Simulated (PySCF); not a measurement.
**Mayer bond orders and bond lengths**

C4H8F3NP2.
SMILES with atom numbers: `[CH3:1][N:2]([CH3:3])/[P:4]=[P:5]\[CH2:6][C:7]([F:8])([F:9])[F:10]` (hydrogens: H11, H12, H13 on C1; H14, H15, H16 on C3; H17, H18 on C6)

Structure used (GFN2-xTB), in Å, numbered top down from 1:
```
atom  x, y, z in Å
C1     1.0906    0.9397    0.2547
N2     1.3090   -0.4780    0.4445
C3     2.6843   -0.8676    0.2125
P4     0.4142   -1.4629    1.5035
P5    -1.5801   -1.4283    1.0220
C6    -1.7483   -0.4951   -0.6153
C7    -2.6232    0.7150   -0.4278
F8    -2.1943    1.5173    0.5639
F9    -3.8877    0.3971   -0.1325
F10   -2.6714    1.4881   -1.5304
H11    1.1383    1.1972   -0.8075
H12    0.1276    1.2388    0.6591
H13    1.8656    1.5141    0.7727
H14    2.9228   -0.7395   -0.8462
H15    3.3804   -0.2616    0.8003
H16    2.8179   -1.9149    0.4747
H17   -2.2602   -1.1602   -1.3157
H18   -0.7943   -0.1928   -1.0441
```

Bond orders from the PBE0/pcSseg-1 density (PySCF). The structure is a single GFN2-xTB conformer in the gas phase; no vibrational or solvent corrections.

Problem. Where do the orders between heavy atoms depart from those drawn in the SMILES?

Solution. The largest departure is 0.278, at P4–P5 (drawn double, 1.722).

Problem. Give the Mayer order of every bond between heavy atoms, beside its length.

Solution. 
| bond | drawn as | length (Å) | Mayer order |
| --- | --- | --- | --- |
| C1–N2 | single | 1.447 | 0.910 |
| N2–C3 | single | 1.448 | 0.928 |
| N2–P4 | single | 1.701 | 1.012 |
| P4–P5 | double | 2.052 | 1.722 |
| P5–C6 | single | 1.892 | 0.920 |
| C6–C7 | single | 1.505 | 1.009 |
| C7–F8 | single | 1.346 | 0.974 |
| C7–F9 | single | 1.337 | 1.014 |
| C7–F10 | single | 1.348 | 0.998 |

Bonds between the same two heavy elements. C–N: all 2 within 0.02 of one another (0.910 to 0.928). C–F: lowest C7–F8 (0.974, 1.346 Å), highest C7–F9 (1.014, 1.337 Å).

Problem. And the bonds to hydrogen?

Solution. C–H: 0.91 to 0.96 (8 bonds).

Problem. Sum the orders of all bonds at each heavy atom with more than one neighbour and set the sums beside the valence in the SMILES.

Solution. C1 3.778 (drawn 4), N2 2.850 (drawn 3), C3 3.808 (drawn 4), P4 2.734 (drawn 3), P5 2.642 (drawn 3), C6 3.764 (drawn 4), C7 3.995 (drawn 4). Orders between atoms that aren't bonded are not in these sums.

Mayer orders depend on the basis set.

The run behind these numbers computed NMR shieldings as well. On an Arm Neoverse V1 with one thread, no GPU, on a shared host, this took 88 s.
